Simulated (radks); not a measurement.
Fractional charge and spin in the 3s shell of chlorine: the spin-up occupation runs from 0 to 1 and the spin-down occupation from 0 to 1; the fullest corner is Cl2+, [Ne] 3p(up 1.5, down 1.5) 3s(up 1, down 1). Method: scalar-relativistic Kohn-Sham, LDA (Slater exchange, Perdew-Wang correlation), spin-polarised, spherical densities, finite nucleus; Fermi nuclear charge, rms radius of each element as measured or else 0.836 A^(1/3) + 0.57 fm; computed with a radial shooting solver on a logarithmic mesh with Libxc functionals. Energy (eV) minus the two flat planes that join the four corners (they meet along the diagonal where the two added fractions sum to one electron); zero is where a piecewise linear energy would lie.

down \ up       0    0.25     0.5    0.75       1
0           0.000  -1.378  -1.833  -1.371   0.000
0.25       -1.378  -1.730  -1.174   0.285  -1.288
0.5        -1.833  -1.174   0.379  -1.106  -1.712
0.75       -1.371   0.285  -1.106  -1.625  -1.280
1           0.000  -1.288  -1.712  -1.280   0.000

Corners above the fullest one (they belong to Cl3+ and the next ion): (up 1, down 0) 51.667 eV, (up 0, down 1) 51.667 eV, (up 0, down 0) 119.04 eV. With half an added electron in each spin the energy lies 0.379 eV from the planes, and with half an added electron in spin up alone -1.833 eV. The planes are only a guide here: the flat-plane condition holds for ground states with one frontier orbital, while this shell lies below other occupied shells, so the corners above the fullest one are inner-hole states and not the ground states of those ions.
